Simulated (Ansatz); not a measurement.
`[SiH3][N]([SiH3])[Ge][Cl]` + H–F → `[F][Ge][Cl]` + `[SiH3]N[SiH3]` at 400 K and 1 bar (ligand exchange at a Ge–N bond).

Calculated with Ansatz (gas phase, PBE0-D4/def2-TZVP geometries, no zero-point term in ΔE). CCSD(T)/CBS is the MP2 limit (def2-TZVPP, def2-QZVPP) plus CCSD(T) − MP2 in def2-TZVPP, frozen cores. This one scheme is used for every species. For Ge outer-core shells are correlated without core-valence functions, which leaves a few kJ/mol of doubt a bond. Scalar relativity is left out up to krypton. Each species was taken in one conformer, which may not be the lowest.

```tsv
species	CCSD(T)/CBS energy (Eh)	H − E (kJ/mol)	S (J/(mol·K))
`[SiH3][N]([SiH3])[Ge][Cl]`	-3172.45773	192.8	436.8
H–F	-100.39570	36.5	182.2
`[F][Ge][Cl]`	-2635.75718	25.5	304.4
`[SiH3]N[SiH3]`	-637.10515	203.4	366.7
```

H − E and S are ideal-gas, rigid-rotor, harmonic terms from PBE0-D4/def2-TZVP, for one conformer and one mirror image of each species. 1 Eh = 2625.50 kJ/mol, R = 8.31446 J/(mol·K).

**Question.** By hand: ΔE, ΔH, ΔS and ΔG.

**Answer.** ΔE = (-2635.75718) + (-637.10515) − (-3172.45773) − (-100.39570) = -0.00890 Eh = -23.4 kJ/mol. Δ(H − E) = 25.5 + 203.4 − 192.8 − 36.5 = -0.4, so ΔH = -23.8 kJ/mol. ΔS = 304.4 + 366.7 − 436.8 − 182.2 = 52.1 J/(mol·K). ΔG = -23.8 − 400 × (52.1)/1000 = -44.6 kJ/mol.

**Question.** By hand: the equilibrium constant, and the temperature at which ΔG would vanish if ΔH and ΔS stayed fixed.

**Answer.** log₁₀ K = −ΔG/(RT ln 10) = 5.8. ΔH and −TΔS have one sign here, so there is no such temperature.

TΔS isn't small against ΔH here. A doubt of 5 kJ/mol in ΔE shifts log₁₀ K by 0.7 here. Other conformers and mirror images would add mixing entropy, several J/(mol·K) or more a flexible species. Modes under 60 cm⁻¹, often nearly free rotors, make the harmonic entropy too high. These are equilibria of isolated gas molecules and say nothing of rates. Largest T1 diagnostic: 0.014 (customary marks: 0.02 for closed shells, 0.045 for open ones).
